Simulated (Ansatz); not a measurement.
FGeH$_{6}$NSi, SMILES `F[SiH2][NH][GeH3]` at its PBE0-D4/def2-TZVP geometry, where that method's forces vanish. Charge 0, multiplicity 1.

```xyz
10

F     1.5191    1.9934   -0.5182
Si    0.7201    0.7617   -1.1645
N     0.4374   -0.5065   -0.0715
Ge   -0.9316   -0.6390    1.1599
H     1.5634    0.2752   -2.2808
H    -0.5831    1.3101   -1.6017
H     1.1762   -1.1845    0.0463
H    -1.9435    0.4503    0.7855
H    -0.3986   -0.4216    2.5871
H    -1.5595   -2.0391    1.0581
```

Question: What forces (eV/Å) does PBE-D4/def2-TZVPP give on these atoms in the Gaussian-basis code of Ansatz? (Estimate.)

Answer: Ansatz gave: 
```
F1   0.315  0.491  0.242
Si2 -0.170 -0.141 -0.305
N3  -0.036 -0.043 -0.074
Ge4 -0.177 -0.025  0.165
H5   0.092 -0.075 -0.128
H6  -0.160  0.047 -0.050
H7   0.242 -0.240  0.047
H8  -0.092  0.108 -0.043
H9   0.054  0.025  0.155
H10 -0.068 -0.148 -0.010
```
